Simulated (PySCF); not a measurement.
## Si6Cl6: core ionisation energies

Si6Cl6 prismane, Si6Cl6.
Structure used (PBE0-D3(BJ)/def2-SVP), in Å, numbered top down from 1:
```xyz
12
Si6Cl6 angstrom
Si    -0.5993    1.6054   -0.5590
Cl    -1.3116    3.4422   -1.1770
Si     0.6363   -0.0979   -1.7019
Cl     1.3194   -0.2313   -3.6462
Si     1.5406    0.9291    0.2594
Cl     3.2895    1.9700    0.5999
Si     0.5107   -0.7205    1.6112
Cl     1.1538   -1.4520    3.4328
Si    -1.6349   -0.0452    0.7865
Cl    -3.5227   -0.0289    1.6236
Si    -0.3973   -1.7493   -0.3532
Cl    -0.8689   -3.7043   -0.8251
```

Method used: PySCF 2.14.0, delta-SCF UKS SCAN, pcX-2 on the ionised atom, pcseg-1 elsewhere, spin-free X2C. Each binding energy is the total energy of the core-ionised species, with the hole localised on one atom, minus that of the ground state; both are solved self-consistently, so orbital relaxation is included.

Problem. What binding energy does each computed site have?

Solution. 
| atom(s) | bonded to | level | binding energy (eV) | 2p1/2 (eV) | count |
| --- | --- | --- | --- | --- | --- |
| Si1 (×6) | Cl and 3 Si | Si 2p3/2 | 107.10 | 107.73 | 6 |
| Cl2 (×6) | Si | Cl 2p3/2 | 205.87 | 207.52 | 6 |
| Si1 (×6) | Cl and 3 Si | Si 1s | 1846.87 | – | 6 |
| Cl2 (×6) | Si | Cl 1s | 2828.45 | – | 6 |

Problem. Which photon energy gives electrons from Si 1s of Si1 (×6) a kinetic energy of 200 eV, and what is their de Broglie wavelength?

Solution. hν = 1846.87 + 200 = 2046.87 eV, recoil neglected; λ = 12.264 Å/√(E/eV) = 0.87 Å.

One atom of each set of topologically equivalent atoms was ionised and stands for the set; in this conformer not all members are related by symmetry, and their own values weren't computed. 2p3/2 and 2p1/2 are the ΔSCF energy of one spin-free 2p hole plus the eigenvalues of a spin–orbit and ligand-field matrix of the shell. 2p1/2 minus 2p3/2 (ligand field included): Si 0.63 eV, Cl 1.65 eV. Geometry: PBE0-D3(BJ)/def2-SVP, one conformer, isolated molecule.

On an Intel Xeon Platinum 8259CL at 2.50 GHz with 2 threads, on a shared host, this took 40 s wall, 96 s CPU and 1.4 GiB of memory at its peak.
